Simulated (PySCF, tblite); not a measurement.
Isomers of C7H7FOS. Computed values, GFN2-xTB/tblite, gas phase, harmonic and unscaled. Errors from tens to a few hundred cm⁻¹ against measured bands are possible. One conformer each.

Electronic energies: PBE0/pcSseg-1 single points on the GFN2-xTB geometries (PySCF, gas phase).

```json
{"SMILES": "Cc1cc(C(=O)F)sc1C", "electronic energy, lowest = 0 (kJ/mol)": "1.3"}
{"SMILES": "Cc1csc(C(=O)F)c1C", "electronic energy, lowest = 0 (kJ/mol)": "0.0"}
{"SMILES": "CCc1ccsc1C(=O)F", "electronic energy, lowest = 0 (kJ/mol)": "13.8"}
{"SMILES": "C[C@@H](F)c1coccc1=S", "electronic energy, lowest = 0 (kJ/mol)": "131.9"}
```

Q: How do GFN2-xTB zero-point energies change the relative energies?

A: 
| SMILES | ZPE (kJ/mol) | of it from modes above 1550 cm⁻¹ | electronic (kJ/mol) | with ZPE, lowest = 0 (kJ/mol) | lowest mode (cm⁻¹) | rings |
| --- | --- | --- | --- | --- | --- | --- |
| Cc1csc(C(=O)F)c1C | 318.4 | 147.8 | 0.0 | 0.0 | 63 | 1 |
| Cc1cc(C(=O)F)sc1C | 317.9 | 147.5 | 1.3 | 0.7 | 68 | 1 |
| CCc1ccsc1C(=O)F | 321.3 | 139.0 | 13.8 | 16.6 | 51 | 1 |
| C[C@@H](F)c1coccc1=S | 322.3 | 146.9 | 131.9 | 135.8 | 67 | 1 |

The zero-point energies span 4.4 kJ/mol, from `Cc1cc(C(=O)F)sc1C` to `C[C@@H](F)c1coccc1=S`. The order is unchanged.

Q: And how do the electronic energies of GFN2-xTB itself compare?

A: `Cc1csc(C(=O)F)c1C` 0.0; `Cc1cc(C(=O)F)sc1C` 3.6; `CCc1ccsc1C(=O)F` 18.6; `C[C@@H](F)c1coccc1=S` 59.0 kJ/mol, lowest = 0. Against the energies above, taken from the same isomer `Cc1csc(C(=O)F)c1C`, the largest difference is 72.9 kJ/mol.

Q: What do entropy and thermal enthalpy add at 298.15 K and 1 bar (rigid rotor, harmonic oscillator, one conformer each)?

A: 
```
              SMILES  point group  symmetry number  S (J/(mol K))  H − H(0) (kJ/mol)  ZPE + H − H(0) − TS (kJ/mol)
   Cc1cc(C(=O)F)sc1C           Cs                1          429.4              30.47                         220.3
     CCc1ccsc1C(=O)F           C1                1          416.3              28.63                         225.8
C[C@@H](F)c1coccc1=S           C1                1          403.4              27.43                         229.5
```

Not tabulated: `Cc1csc(C(=O)F)c1C` (point group not settled).
